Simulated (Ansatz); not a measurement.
Consider the formal hydrolysis of the Si–Si bond: `[SiH3][SiH](S)Br` + H₂O → `O[SiH](S)Br` + SiH₄.

Program: Ansatz. Geometries: PBE0-D4/def2-TZVP. ΔE: electronic, gas phase. CCSD(T)/CBS adds triple-zeta CCSD(T) − MP2 to the extrapolated MP2 energy (def2 sets, frozen cores). This one scheme is used for every species. Functionals use def2-TZVPP. For Br outer-core shells are correlated without core-valence functions, which leaves a few kJ/mol of doubt a bond. Scalar relativity is left out up to krypton. Each species was taken in one conformer, which may not be the lowest.

```json
{"level": "revPBE-D4", "ΔE (kJ/mol)": "-82.8", "difference from CCSD(T)/CBS": "16.1"}
{"level": "PBE0-D4", "ΔE (kJ/mol)": "-87.1", "difference from CCSD(T)/CBS": "11.8"}
{"level": "B2PLYP", "ΔE (kJ/mol)": "-109.6", "difference from CCSD(T)/CBS": "-10.7"}
{"level": "revPBE", "ΔE (kJ/mol)": "-84.5", "difference from CCSD(T)/CBS": "14.4"}
{"level": "BLYP", "ΔE (kJ/mol)": "-104.9", "difference from CCSD(T)/CBS": "-6.0"}
{"level": "HF/def2-SVP", "ΔE (kJ/mol)": "-114.8", "difference from CCSD(T)/CBS": "-15.9"}
{"level": "CCSD(T)/def2-SVP", "ΔE (kJ/mol)": "-99.5", "difference from CCSD(T)/CBS": "-0.6"}
{"level": "CCSD(T)/def2-TZVPP", "ΔE (kJ/mol)": "-103.0", "difference from CCSD(T)/CBS": "-4.1"}
{"level": "HF/CBS(def2)", "ΔE (kJ/mol)": "-126.6", "difference from CCSD(T)/CBS": "-27.7"}
{"level": "CCSD/CBS(def2)", "ΔE (kJ/mol)": "-101.6", "difference from CCSD(T)/CBS": "-2.7"}
{"level": "CCSD(T)/CBS", "ΔE (kJ/mol)": "-98.9", "difference from CCSD(T)/CBS": "0"}
```

Largest T1 diagnostic among the species: 0.011.

Leaving LDA and LC-ωPBE aside and taking each functional with its dispersion term where it has one, the values, not all of them listed here, spread over 28.3 kJ/mol, from CAM-B3LYP-D4 to PBE-D4. LDA lies −5.7 kJ/mol from PBE without D4. From PBE to PBE0 (25 % exact exchange), in def2-TZVPP and without D4, ΔE moves by −4.6 kJ/mol.

CCSD(T)/CBS has its own doubt, a few kJ/mol and more with outer-core shells, so smaller differences from it don't rank the levels.
